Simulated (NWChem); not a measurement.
# Total energies of AgF

SMILES: [Ag][F]
```xyz
2

Ag     0.0000     0.0000    -0.3172
F      0.0000     0.0000     1.6566
```
Charge 0, spin multiplicity 1.

The numbers come from NWChem runs, not from measurements. All single points use one geometry, from PBE0/def2-SVP with def2 effective core potentials on Ag, a minimum by its harmonic frequencies.

Basis set: def2-SVP (45 functions).

```
method   total energy (Ha)
-------  -----------------
RHF             -245.42511
MP2             -245.85417
B2PLYP          -246.40969
PBE             -246.61591
B3LYP           -246.74888
M06-2X          -246.58909
CCSD(T)         -245.85661
```

Total energies of different functionals aren't comparable as a measure of quality: only differences taken within one method are. 

Effective core potentials replace the inner electrons of Ag; spin-orbit coupling is left out. The correlated methods keep 5 core orbitals frozen. B3LYP has NWChem's definition, with VWN1-RPA local correlation. The structure started from a generated list of species. No row is a measurement; the coupled-cluster row has its own basis-set and correlation limits.
